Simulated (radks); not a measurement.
Valence configurations of Co II (all share [Ar]). Method: scalar-relativistic Kohn-Sham, PBE, spin-polarised, spherical densities, point nucleus; open shells are filled with parallel spins first; computed with a radial shooting solver on a logarithmic mesh with Libxc functionals. Energies are relative to 3d8; eigenvalues in eV for spin up.

valence          E (eV)  moment (Bohr magnetons)    e(3d)    e(4p)    e(4s)
3d8               0.000                        2  -13.030        -        -
3d7.5 4s0.5       0.091                        3  -15.464        -  -12.435
3d7 4s1           0.606                        4  -18.180        -  -13.469
3d6.5 4s1.5       2.619                        4  -21.192        -  -14.188
3d7.5 4p0.5       2.681                        3  -16.198   -7.679        -
3d7 4s0.5 4p0.5   3.359                        4  -18.914   -8.371  -13.905
3d7 4p1           6.137                        4  -19.627   -8.746        -
3d6.5 4s0.5 4p1   7.521                        5  -22.594   -9.415  -15.326
3d6 4s1 4p1       9.547                        6  -25.799  -10.078  -16.322

NIST lists [Ar] 3d8 as the ground configuration; this level of theory agrees among the configurations tried. The energies are those of spherical high-spin densities, not of single terms.
